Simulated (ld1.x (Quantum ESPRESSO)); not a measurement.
## u(r) = r·R(r): atom against pseudo-atom (argon (Ar))

Columns: radius, all-electron u(r) and pseudo u(r) of the 3s shell (level -50.44 eV) of argon in the configuration [Ne] 3s2 3p4; PBEsol, scalar-relativistic, TM scheme, ld1.x (Quantum ESPRESSO) 7.5.

```
r (bohr)  all-electron  pseudo
   0.057        0.2503  0.0273
   0.115       -0.0081  0.0560
   0.172       -0.2822  0.0860
   0.230       -0.4483  0.1195
   0.288       -0.4896  0.1568
   0.345       -0.4348  0.1985
   0.402       -0.3168  0.2459
   0.460       -0.1602  0.3010
   0.518        0.0115  0.3633
   0.575        0.1799  0.4314
   0.632        0.3382  0.5053
   0.690        0.4832  0.5843
   0.747        0.6068  0.6625
   0.805        0.7123  0.7390
   0.862        0.7962  0.8071
   0.920        0.8621  0.8656
   0.977        0.9094  0.9101
   1.035        0.9414  0.9415
   1.092        0.9587  0.9587
   1.150        0.9641  0.9641
   1.208        0.9591  0.9591
   1.265        0.9456  0.9456
   1.322        0.9252  0.9252
   1.380        0.8988  0.8988
   1.438        0.8680  0.8680
   1.495        0.8345  0.8345
```

Task: How many radial nodes do the two functions have?

Result: The all-electron 3s function has n − l − 1 = 2; the pseudo-wave has 0, since the states of the same l below it are removed with the core.

Task: At about which radius was the pseudo-wave matched?

Result: 1.15 bohr. The columns agree to 0.0005 from 1.03 bohr on; several derivatives are matched, so the curves merge somewhat inside the radius.

Task: Where does each function peak?

Result: Outermost all-electron maximum near 1.15 bohr, pseudo maximum near 1.15 bohr (to the table’s step).

Task: Is the pseudo-wave norm-conserving?

Result: Yes: the TM scheme keeps the norm inside the radius equal to the all-electron one, which fixes the energy derivative of the logarithmic derivative at the level.
